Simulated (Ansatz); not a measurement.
This geometry of C₂H₇BN₂ (12 atoms, charge 0, multiplicity 1) is a first-order saddle point.

All numbers below come from RKS CAM-B3LYP-D4/def2-SVP (Ansatz 0.2.0).

```xyz
12
Properties=species:S:1:pos:R:3
C -1.181 0.425 1.143
C -0.200 0.716 0.028
N 1.235 0.463 0.281
B 0.727 -0.359 -0.660
N 1.029 -1.446 -1.561
H -2.212 0.404 0.756
H -1.149 1.190 1.939
H -0.981 -0.551 1.613
H -0.411 1.672 -0.481
H 1.922 0.880 0.894
H 0.441 -2.260 -1.384
H 0.858 -1.188 -2.533
```

(1) Which two structures does it join? (They come from a converged band through this point; their orientation in space is the band's.)

(2) How far does it lie above each of them?

## Answers

(1) No bond is made or broken. The dihedral N3–B4–N5–H12 goes from 177 to 0°. The two ends are copies of one structure, up to a mirror image or an exchange of like atoms.

Initial state:

```xyz
12
Properties=species:S:1:pos:R:3
C -1.306 0.645 1.013
C -0.102 0.703 0.099
N 1.151 0.085 0.580
B 0.635 -0.492 -0.560
N 0.822 -1.441 -1.559
H -2.232 0.852 0.453
H -1.240 1.387 1.827
H -1.402 -0.349 1.474
H 0.015 1.685 -0.393
H 1.966 0.528 0.980
H 1.637 -2.039 -1.604
H 0.132 -1.620 -2.274
```

Final state:

```xyz
12
Properties=species:S:1:pos:R:3
C -1.304 0.647 1.012
C -0.099 0.705 0.099
N 1.154 0.088 0.577
B 0.635 -0.491 -0.561
N 0.817 -1.444 -1.557
H -2.230 0.851 0.452
H -1.240 1.389 1.826
H -1.398 -0.348 1.473
H 0.016 1.687 -0.392
H 1.969 0.527 0.981
H 0.125 -1.623 -2.271
H 1.630 -2.044 -1.602
```

(2) 0.64 eV above the first and 0.64 eV above the second. This is the barrier of this one path; another mechanism may lie lower.

Run time: 3.7 min on 2 threads of Intel(R) Xeon(R) Platinum 8259CL CPU @ 2.50GHz (Skylake/Cascade Lake), with other jobs on the host, peak memory 0.28 GiB.
